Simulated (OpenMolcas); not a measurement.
Tc5+ among 6 point charges of -1.7 e arranged as an octahedron (Oh).

| Property | Result |
| --- | --- |
| Program | OpenMolcas |
| Method | SS-CASPT2, IPEA 0.25 Eh, imaginary shift 0.1 Eh (closed shells correlated: 4s 4p) |
| Basis | ANO-RCC-VDZP [6s5p3d1f] |
| Scalar Hamiltonian | DKH2, point nucleus |
| Active space | 2 electrons in 5 orbitals (4d) |
| State averaging | 2S+1 = 3 even, 10 roots; 2S+1 = 1 even, 15 roots |
| Spin-orbit coupling | RASSI with atomic mean-field integrals over the reference wave functions |

All point charges move together. At R = 1.72 Å |10Dq| is 14157 cm-1, and at R = 2 Å it is 7137 cm-1.

Question: A third run gives 10701 cm-1. What distance was it run at?

Answer: With a power law R^-n the two known points give n = -ln(7137 / 14157) / ln(2 / 1.72) = 4.54. Then R = 1.72 × (14157 / 10701)^(1/4.54) = 1.829 Å. The run was at 1.83 Å, so the estimate is off by -0.001 Å.

Roots that are degenerate in the reference are averaged as groups; the widest CASPT2 spread within a group is 450 cm-1 (the 3-fold group of multiplicity 1 near 26400 cm-1 above the lowest state of its run, R = 1.72). Shifts and gaps below about the spread of the groups concerned are not significant. An orbital triplet at a regular site is open to Jahn-Teller coupling, which can distort the site and quench the lowest spin-orbit gaps and is left out. Free-ion shares, where given, are those of the reference states; single-state CASPT2 does not remix them. This field is weak: 10Dq is about 14157 cm-1, while octahedral complexes of 4d ions of charge 3 and more, computed by the same method with explicit ligands, had a median near 25000 cm-1. Ground spin and moment need not be those of a real site (figures for R = 1.72; the like holds for R = 1.83, R = 2). This is an electrostatic model: the charges have no orbitals. No measured value stands beside these numbers.
